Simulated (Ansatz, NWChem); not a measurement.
**Worked example: vertical energy of the triplet above the singlet of RbBr (SMILES [Br][Rb])**

RbBr: 2 atoms, total charge 0, spin state singlet. SMILES: `[Br][Rb]`. The bond length is the measured one.

```xyz
2

Br    0.0000    0.0000    0.0000
Rb    0.0000    0.0000    2.9447
```

Both states at this one shape; open shells run unrestricted unless said. 1 Eh = 27.2114 eV.

| level | program | singlet RbBr (Eh) | triplet RbBr (Eh) |
| --- | --- | --- | --- |
| BLYP/def2-TZVP (core potential) | Ansatz | -2598.325157 | -2598.170949 |
| TPSS/def2-TZVP (core potential) | NWChem | -2598.242470 | -2598.076968 |

Q: Work out the vertical gap, second state less first, at each level.

A: 
1. BLYP/def2-TZVP (core potential): -2598.170949 − (-2598.325157) = 0.154208 Eh = 4.20 eV.
2. TPSS/def2-TZVP (core potential): -2598.076968 − (-2598.242470) = 0.165502 Eh = 4.50 eV.

No measured value is set beside it here; the levels span 4.20 to 4.50 eV. Spin-orbit coupling, which splits open shells on such heavy atoms by tenths of an eV, is left out.
